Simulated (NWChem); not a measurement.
## An input for C2H7ClSi2 (SMILES C=C[SiH2][SiH2]Cl)

The species is C2H7ClSi2 (12 atoms), meant as a singlet with charge 0. SMILES: `C=C[SiH2][SiH2]Cl`. The shape is that of a PBE0-D4/def2-TZVP optimisation. This is one conformer, not always the lowest.

```xyz
12

C    -0.5093    1.9319    1.1460
C    -0.5504    0.6023    1.1423
Si    0.7874   -0.4525    0.4008
Si    0.0085   -1.4565   -1.5674
Cl   -0.5116    0.0365   -2.8977
H     0.3341    2.4801    0.7361
H    -1.3154    2.5323    1.5583
H    -1.4261    0.1115    1.5641
H     1.2022   -1.5366    1.3364
H     1.9664    0.3933    0.0714
H    -1.2041   -2.2817   -1.3276
H     1.0361   -2.3058   -2.2235
```

Settings wanted:

```
task                      : gradient
method                    : DFT
functional                : SVWN5
dispersion                : none
basis set                 : 6-31G*
reference                 : RKS
integration grid          : fine
SCF convergence threshold : 1e-08
iteration cap             : 100
module                    : dft
d and f functions         : spherical
```

Task: Give an NWChem 7.3.0 job that does this.

Result: This one ran through:

m1.nw:
```
start m1
memory 2200 mb
geometry noautosym nocenter noautoz
 C       -0.509300       1.931900       1.146000
 C       -0.550400       0.602300       1.142300
 Si       0.787400      -0.452500       0.400800
 Si       0.008500      -1.456500      -1.567400
 Cl      -0.511600       0.036500      -2.897700
 H        0.334100       2.480100       0.736100
 H       -1.315400       2.532300       1.558300
 H       -1.426100       0.111500       1.564100
 H        1.202200      -1.536600       1.336400
 H        1.966400       0.393300       0.071400
 H       -1.204100      -2.281700      -1.327600
 H        1.036100      -2.305800      -2.223500
end
basis spherical bse
 * library 6-31G*
end
dft
 xc slater vwn_5
 grid fine
 convergence energy 1e-08
 maxiter 100
 mulliken
end
task dft gradient
```

```bash
$ nwchem m1.nw > m1.out
```

Calculated total energy: -1114.98101 Eh, largest force 0.542 eV/Å.
